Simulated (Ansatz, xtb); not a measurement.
**A geometry optimisation of ClGaGeH4 with r2SCAN-D4/def2-SVP**

The starting geometry of this gas-phase singlet has its atoms placed at random.

```xyz
7

Cl   -1.1489    0.8167   -0.3336
Ga    0.4798    0.0338    0.6983
Ge    0.3317    0.5346   -1.8277
H     0.6801    1.9900    0.5772
H     0.4839   -2.0224   -0.1068
H    -1.2239   -0.4678   -0.1753
H     0.1192    1.0107   -0.5131
```

Problem. Guess where an optimisation with r2SCAN-D4/def2-SVP ends from this start.

Solution. It loosens into ClGaGeH2 + H2, which stay close as a complex. Distances that change by over a tenth: Cl1–Ga2 (2.08 → 2.39 Å), Cl1–Ge3 (2.12 → 2.56 Å), Ga2–H6 (1.98 → 2.60 Å), Ge3–H7 (1.41 → 1.60 Å). Contacts that open: Cl1–H6 (1.30 → 2.91 Å), Cl1–H7 (1.30 → 2.96 Å), Ga2–H7 (1.60 → 2.71 Å). Contacts that close: Ga2–H4 (1.97 → 1.57 Å), H5–H6 (2.31 → 0.76 Å).

The energy falls by 14.20 eV over 26 steps:

```csv
step,E − E(last) (eV)
1,14.203
4,4.981
7,2.371
9,1.627
12,0.923
15,0.373
18,0.098
20,0.036
23,0.005
26,0.000
```

Final geometry (Å):

```xyz
7

Cl   -1.6280    1.0095   -0.5869
Ga    0.6078    0.6585    0.1923
Ge    0.3159    0.6713   -2.2105
H     0.5930    0.7697    1.7566
H    -0.0953   -1.8890    0.7160
H    -0.7300   -1.5496    0.4666
H     0.6585    2.2252   -2.0151
```

From the same start GFN2-xTB ends elsewhere, differing in Cl1–Ge3 (4.24 against 2.56 Å here), Cl1–H6 (1.29 against 2.91 Å here), Ga2–Ge3 (2.99 against 2.42 Å here), Ga2–H4 (2.30 against 1.57 Å here), Ge3–H4 (1.78 against 3.98 Å here), Ge3–H5 (1.78 against 3.91 Å here).

From so rough a start the end depends on the optimiser's path, so another program may land elsewhere. The end wasn't checked by frequencies. Run with Ansatz 0.2.0, 33 s on 2 threads of Intel(R) Xeon(R) 6975P-C (Granite Rapids), on a shared host.
